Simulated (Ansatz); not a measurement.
Ansatz (a first-principles code) input for CH5ClFNSi, SMILES [Si@@](Cl)(C)(F)N, PBE/def2-SVPD. Geometry optimised at r2SCAN-D4/def2-SVP. The structure was generated by enumeration; whether it is a known compound was not checked. Other conformers were not sampled.

Ansatz 0.2 input:
```yaml
crystal:
  periodic: [false, false, false]
  atoms:
    - {symbol: C, position_ang: [1.72911193, 0.86177012, 0.43743234]}
    - {symbol: Si, position_ang: [0.10818194, 0.25037241, -0.20446050]}
    - {symbol: N, position_ang: [-1.07302256, 1.47771828, -0.24674041]}
    - {symbol: F, position_ang: [0.38915564, -0.42627757, -1.66020452]}
    - {symbol: Cl, position_ang: [-0.65780324, -1.28238439, 0.95124299]}
    - {symbol: H, position_ang: [1.63352178, 1.22767472, 1.47064891]}
    - {symbol: H, position_ang: [2.10972530, 1.68611673, -0.18799511]}
    - {symbol: H, position_ang: [2.47933180, 0.05645534, 0.41983416]}
    - {symbol: H, position_ang: [-2.05849370, 1.25264848, -0.33828845]}
    - {symbol: H, position_ang: [-0.86189177, 2.39427509, -0.62845410]}
basis:
  gaussian:
    orbitals: def2-SVPD
hamiltonian:
  xc: {name: PBE}
```

Output:

```
WARN ansatz: RAYON_NUM_THREADS=1 ignored (pool sized by the plan → 1); use --threads N
Functional definition: PBE
integrals: 0.09 GiB planned
1353 factors; their error is unknown
mean field: 0.59 GiB planned
mean field evaluation 1: about -25691.4264 eV, gradient 8.2e1 eV
mean field evaluation 2: about -25662.6094 eV, gradient 1.3e2 eV
mean field evaluation 4: about -25705.1329 eV, gradient 9.3e0 eV
mean field evaluation 8: about -25705.3423 eV, gradient 2.2e-1 eV
mean field evaluation 16: about -25705.2914 eV, gradient 2.3e-4 eV
mean field -25705.29137587 eV, -944.6520343911 hartree, gradient 7.0e-5 eV, S^2 0.000000; 0 other end points of the search recorded, 0 dependent functions left out
reference -25705.29142552 eV, -944.6520362156 hartree; 29, 29 occupied and 125, 125 virtual orbitals, 1353 factors
Total energy: -25705.29142552 eV, -944.6520362156 hartree
```

The run converged.
